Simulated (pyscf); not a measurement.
[H₃C–Al–OH]•, doublet

Gas-phase minimum from PySCF at ωB97X-D3(BJ)/def2-SVP, one conformer. Other isomers of [H₃C–Al–OH]• were not searched in full and may lie lower. 

```xyz
7

C      0.2615     0.6558     0.2943
Al    -0.0854    -0.9324    -0.8174
O     -1.5120    -1.8089    -0.4381
H     -0.4575     1.4489     0.0233
H      1.2791     1.0573     0.1728
H      0.1003     0.4033     1.3566
H     -1.8195    -2.5936    -0.8981
```
Charge 0, spin multiplicity 2.

Bonded distances (Å): C1–Al2 1.969, C1–H4 1.104, C1–H5 1.101, C1–H6 1.104, Al2–O3 1.717, O3–H7 0.960. Angles (°): Al2–C1–H4 109.0, Al2–C1–H5 113.2, Al2–C1–H6 109.5, H4–C1–H5 108.2, H4–C1–H6 107.8, H5–C1–H6 108.9, C1–Al2–O3 115.7, Al2–O3–H7 125.3.

Properties at ωB97X-D3(BJ)/def2-SVP:

| Quantity | Value |
|---|---|
| Harmonic wavenumbers, unscaled | 8, 198, 369, 536, 578, 609, 690, 854, 1196, 1425, 1435, 3051, 3151, 3176, 3974 cm⁻¹ |
| Zero-point energy | 30.4 kcal/mol |
| Rotational symmetry number | 1 |
| Entropy of this conformer at 298 K and 1 atm, rigid rotor and harmonic oscillator, modes under 100 cm⁻¹ raised to 100 | 300.1 J/(mol K) |
| Dipole moment | 0.94 D |
| Spin expectation value S2 | 0.753 |

Single-point totals, which compare only within one level (frozen core for MP2 and CC):

| level | total energy (hartree) |
|---|---|
| ωB97X-D3(BJ)/def2-TZVP | -358.29767 |
| PBE/def2-TZVP | -357.96833 |
| r²SCAN/def2-TZVP | -358.15506 |
| B3LYP-D3(BJ)/def2-TZVP | -358.27790 |
| PBE0-D3(BJ)/def2-TZVP | -357.99990 |
| M06-2X/def2-TZVP | -358.17426 |
| ωB97M-D3(BJ)/def2-TZVP | -358.30530 |
| UHF/def2-TZVPP | -357.06723 |
| MP2/def2-TZVPP | -357.54981 |
| CCSD/def2-TZVPP | -357.57140 |
| CCSD(T)/def2-TZVPP | -357.58990 |

The lowest mode is so soft that the shape along it may change with the basis. Soft torsions are taken as harmonic, which can shift the entropy by several J/(mol K). The CCSD(T) − MP2 part came from Ansatz, without density fitting, on the same reference.
